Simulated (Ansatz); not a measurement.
Gas-phase electronic energies from Ansatz, PBE0-D4/def2-TZVP geometries. CCSD(T)/CBS is the MP2 limit (def2-TZVPP, def2-QZVPP) plus CCSD(T) − MP2 in def2-TZVPP, frozen cores. This one scheme is used for every species. Each species was taken in one conformer, which may not be the lowest.

Consider the ligand exchange at the Si–C bond: `N=C(O)[SiH](N)O` + H₂S → `N[SiH](O)S` + `N=CO`.

| species | HF/def2-TZVPP energy (Eh) |
| --- | --- |
| `N=C(O)[SiH](N)O` | -589.15072 |
| H₂S | -398.70765 |
| `N[SiH](O)S` | -818.89627 |
| `N=CO` | -168.99022 |

(1) Work out ΔE.

Largest T1 diagnostic among the species: 0.014.

## Answers

(1) ΔE = (-818.89627) + (-168.99022) − (-589.15072) − (-398.70765) = -0.02812 Eh = -0.77 eV. CCSD(T)/CBS gives -0.68 eV.

From PBE to PBE0 (25 % exact exchange), in def2-TZVPP and without D4, ΔE moves by −0.03 eV. In def2-TZVPP, CCSD(T) changes the Hartree–Fock value by +0.12 eV (the triples alone add +0.01 eV) and MP2 by +0.06 eV.
